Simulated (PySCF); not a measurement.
Be(Et)(SeH) (C₂H₆BeSe), SMILES [Be]([CH2]C)[SeH]. Heavy atoms are numbered as in [Be:1]([CH2:2][CH3:3])[SeH:9]. Hydrogens are named by the atom that carries them.

Geometry optimised at TPSSh-D3(BJ)/def2-SVP. The structure was generated by enumeration; whether it is a known compound was not checked. One conformer was computed; it need not be the lowest.

Calculation: B3LYP/pcSseg-1 (PySCF).

GIAO shieldings, no solvent; atoms alike by connectivity are averaged. δ = σ(ref) − σ: ¹³C against TMS (σ = 181.3 ppm); ¹H against TMS (σ = 31.68 ppm); ⁷⁷Se against Me2Se (σ = 1647.9 ppm), references at their B3LYP-D3(BJ)/def2-TZVP geometries, non-relativistic.

| nucleus | atoms | count | δ (ppm) |
|---|---|---|---|
| ¹³C | C3 (CH3) | 1 | 12.8 |
| ¹³C | C2 (CH2) | 1 | 7.4 |
| ¹H | H on C3 | 3 | 1.41 |
| ¹H | H on C2 | 2 | 0.52 |
| ¹H | H on Se9 | 1 | 0.34 |
| ⁷⁷Se | Se9 (SeH) | 1 | -510.7 |
